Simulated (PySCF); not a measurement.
**Al²⁺: excitation energy**

Al²⁺ [Ne] 3s1 (2S) → Al²⁺ [Ne] 3p1 (2P), as a difference of total energies. All numbers are calculated (PySCF 2.14, scalar relativity by spin-free X2C-1e, in x2c-TZVPPall with one added diffuse shell each of s, p, d type (6s6p4d1f, 51 functions)). Correlated levels: valence and next inner shell: 1s2 frozen. The calculations carry no spin-orbit coupling.

```
                                method  excitation energy (eV)
                                   UHF                   6.582
                                   LDA                   6.342
                                   PBE                   6.194
                                  PBE0                   6.293
                                r2SCAN                   6.171
                                   M06                   6.018
                                  TPSS                   6.081
                               wB97X-V                   6.372
                                revPBE                   6.097
    MP2 (valence and next inner shell)                   6.686
SCS-MP2 (valence and next inner shell)                   6.665
```

How much does correlation contribute at MP2 (valence and next inner shell)?

6.686 − (6.582) = 0.104 eV, measured against UHF.

A first-order spin-orbit estimate (lowest level to lowest level, LS coupling) adds -0.015 eV.
